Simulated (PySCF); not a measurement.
BF2, SMILES F[B]F (connectivity only; charge and spin as stated), charge +1, multiplicity 1. Geometry: ωB97X-D3(BJ)/def2-TZVP. The multiplicity is an assumed one; other spin states were not compared. The isomer is the one that the SMILES or the coordinates give; other isomers of the formula were not compared.

TDDFT-PBE0/def2-TZVPD in PySCF 2.14.0 puts the lowest singlet excitations at 11.96, 11.96, 11.96, 12.13, 12.13, 13.37 eV.

Q: What are the lowest excitation roots from PySCF 2.14.0 with ADC(2)/aug-cc-pVDZ? (The exact figures need the calculation; the answer reports its results.)

A: 11.92, 11.92, 12.26, 12.26, 12.31, 13.57 eV. S1 differs by -0.04 eV (second minus first; roots are paired by order, and the bases may differ).
